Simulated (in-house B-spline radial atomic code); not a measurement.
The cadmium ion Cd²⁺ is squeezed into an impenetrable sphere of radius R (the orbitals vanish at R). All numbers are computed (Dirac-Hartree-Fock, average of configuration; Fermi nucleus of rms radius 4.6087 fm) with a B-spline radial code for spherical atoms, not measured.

Energies in eV above the free ion in [Kr] 4d10:

| R (bohr) | highest level (eV) | [Kr] 4d10 | [Ar] 3d10 4s2 4p5 4d10 4f1 | [Kr] 4d9 4f1 |
| --- | --- | --- | --- | --- |
| 7.24 | -37.7 | 7.458e-05 | 94.12 | 29.9 |
| 6.11 | -37.7 | 0.001854 | 95.76 | 31.57 |
| 4.7 | -37.6 | 0.08861 | 100.3 | 36.26 |
| 4.16 | -37.4 | 0.371 | 103.6 | 39.62 |
| 3.3 | -35.8 | 3.493 | 113.7 | 49.96 |
| 3.19 | -35.3 | 4.652 | 116.1 | 52.3 |
| 2.65 | -30.5 | 19.46 | 138.2 | 74.06 |
| 2.22 | -20.3 | 64.86 | 192.7 | 126.7 |
| 1.74 | 13.4 | 283.1 | 427.7 | 355.1 |
| 1.45 | 67.4 | 754.5 | 912.4 | 831.1 |

(1) Does [Ar] 3d10 4s2 4p5 4d10 4f1 fall below [Kr] 4d10 under compression?

(2) Does [Kr] 4d9 4f1 fall below [Kr] 4d10 under compression?

The highest level is first positive in the row R = 1.74 bohr, pushed up by confinement above the zero of the free ion's potential. Each configuration is held fixed and needn't be the lowest in the sphere.

Results:

(1) No, it stays above over the whole range.

(2) No, it stays above over the whole range.
